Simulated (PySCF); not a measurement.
C²⁺ (carbon, charge +2) across methods

[He] 2s2, closed-shell 1S. Computed with PySCF 2.14 in aug-cc-pCVTZ-DK, with the spin-free X2C one-electron Hamiltonian (Gaussian nucleus). The B2PLYP total includes its PT2 part (frozen core); its orbital energies are those of the SCF part.

| method | E (hartree) | mean ε 1s (eV) | mean ε 2s (eV) | Σ⟨r²⟩ (bohr²) | ⟨S²⟩ |
| --- | --- | --- | --- | --- | --- |
| r2SCAN | -36.5014 | -312.40 | -40.690 | 4.586 | 0.000 |
| B2PLYP | -36.5179 | -328.07 | -43.607 | 4.598 | 0.000 |
| r2SCANh | -36.5031 | -315.64 | -41.307 | 4.585 | 0.000 |
| UHF | -36.42274 | -344.34 | -46.116 | 4.619 | 0.000 |
| LDA | -36.1440 | -305.91 | -40.172 | 4.605 | 0.000 |
| wB97M-V | -36.5504 | -320.59 | -44.512 | 4.588 | 0.000 |
| PBE | -36.4755 | -308.47 | -40.376 | 4.569 | 0.000 |
| PBE0 | -36.4858 | -317.61 | -42.055 | 4.570 | 0.000 |
| TPSSh | -36.5382 | -314.47 | -41.307 | 4.560 | 0.000 |
